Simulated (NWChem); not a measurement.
System: CH3Mg, doublet; SMILES [CH3][Mg]

```xyz
5

Mg     0.0000     0.0000    -0.9511
C      0.0000     0.0000     1.1795
H      0.7294     0.7294     1.5714
H      0.2670    -0.9963     1.5714
H     -0.9963     0.2670     1.5714
```
Atoms are numbered in this order, from 1.

Results from NWChem. Spin-unrestricted. In the optimisation the excess spin sits in a1 (C3v, its own frame). All runs use the structure optimised with PBE0/def2-SVP, spin-unrestricted. The spin multiplicity was typed, not searched, and may not be the lowest. No stability test was run on the SCF state. Principal shifts from the free-electron g value, in parts per thousand; spin-orbit coupling by linear response on scalar ZORA.

For level PBE0/x2c-SVPall, ZORA:

Δg1 (ppt): -2.22
Δg2 (ppt): -2.22
isotropic Δg (ppt): -1.49

**Question.** How do the values read with level BP86/x2c-SVPall, ZORA instead?

**Answer.** 
| Property | Result |
|---|---|
| Δg1 (ppt) | -2.38 |
| Δg2 (ppt) | -2.38 |
| isotropic Δg (ppt) | -1.59 |
